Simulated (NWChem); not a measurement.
Molecule: TiHSF$_{3}$; SMILES [Ti]([SH])([F])([F])[F]

```xyz
6

Ti     0.0120    -0.3340     0.0005
F     -0.8595    -0.8815     1.3898
F      1.6429    -0.8871     0.0091
F     -0.8441    -0.8831    -1.3977
S      0.0917     1.9380     0.0002
H     -1.2637     1.9894    -0.0015
```
Atoms are numbered in this order, from 1.

Results from NWChem. Structure relaxed at the PBE0/def2-SVP level. Isolated, static molecule.

GIAO at PBE/pcSseg-1: principal shieldings of F2 are -433.6, -409.1, 273.3 ppm; an isolated trichlorofluoromethane molecule has σ = 144.6 ppm at the same levels.

**Question.** Find the isotropic 19F shift, its principal values, the span and the skew.

**Answer.** 
1. σ(iso) = one third of the sum = -189.8 ppm.
2. δ = σ(reference) − σ = 334.4 ppm against trichlorofluoromethane.
3. δ11, δ22, δ33 = 578.2, 553.7, -128.7 ppm.
4. Span Ω = δ11 − δ33 = 706.9 ppm; skew κ = 3(δ22 − δ(iso))/Ω = 0.93.
